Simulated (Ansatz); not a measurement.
HI, charge -1, doublet, at the geometry of the source list (a state made from the parent by changing its charge; the spin is typed, not shown lowest) (core potentials on I) (a gas-phase anion, which may not be bound at this level), with bond 1-2 at 1.8 times its length; SC-NEVPT2/def2-SVP, CASSCF(5,7) (Ansatz, a first-principles code).

Here is a job for Ansatz.
Ansatz 0.2 input:
```yaml
crystal:
  periodic: [false, false, false]
  atoms:
    - {symbol: I, position_ang: [2.04334000, -0.04186000, 0.02184000]}
    - {symbol: H, position_ang: [-0.78590000, 0.01610000, -0.00840000]}
basis:
  gaussian:
    orbitals: def2-SVP
total_charge: -1
correlation: {method: sc_nevpt2, electrons: all, active_space: {window: {electrons: 5, orbitals: 7}}}
magnetization: {spin_polarized: false, initial_magnetization: 1}
```

**Question.** Predict the main parts of the log of this Ansatz run.

**Answer.** 
```
Functional definition: HF
388 factors; integrals over basis functions are off by at most 2.8e-4 eV
mean field evaluation 1: about -8086.8478 eV, gradient 9.5e0 eV
mean field evaluation 2: about -8086.8850 eV, gradient 9.3e0 eV
mean field evaluation 4: about -8087.6658 eV, gradient 2.5e0 eV
mean field evaluation 8: about -8087.7950 eV, gradient 6.8e-1 eV
mean field evaluation 16: about -8087.8110 eV, gradient 7.6e-7 eV
mean field -8087.81099029 eV, -297.2215717779 hartree, gradient 7.6e-7 eV, S^2 0.750000; 0 other end points of the search recorded, 0 dependent functions left out
reference -8087.81099029 eV, -297.2215717779 hartree; 14, 13 occupied and 17, 18 virtual orbitals, 388 factors
state -8088.60558200 eV, -297.2507724847 hartree
state -8088.60558200 eV, -297.2507724847 hartree; corrected -8091.49763592 eV, -297.3570535059 hartree
state -8088.59669691 eV, -297.2504459637 hartree
state -8088.59669691 eV, -297.2504459637 hartree; corrected -8091.51542949 eV, -297.3577074077 hartree
state -8088.59669691 eV, -297.2504459637 hartree; corrected -8091.51542949 eV, -297.3577074077 hartree
state -8088.59850850 eV, -297.2505125383 hartree
state -8088.59850850 eV, -297.2505125383 hartree; corrected -8091.51177384 eV, -297.3575730649 hartree
state -8088.59669691 eV, -297.2504459637 hartree; corrected -8091.51542949 eV, -297.3577074077 hartree
state -8088.60294013 eV, -297.2506753978 hartree
state -8088.60294013 eV, -297.2506753978 hartree; corrected -8091.48961241 eV, -297.3567586475 hartree
state -8088.59669691 eV, -297.2504459637 hartree; corrected -8091.51542949 eV, -297.3577074077 hartree
WARN: the results are in doubt because another end's mean lies 0.009 eV lower, and its corrected mean 0.018 eV higher
Total energy: -8091.51542949 eV, -297.3577074077 hartree
In doubt: another end's mean lies 0.009 eV lower, and its corrected mean 0.018 eV higher
```
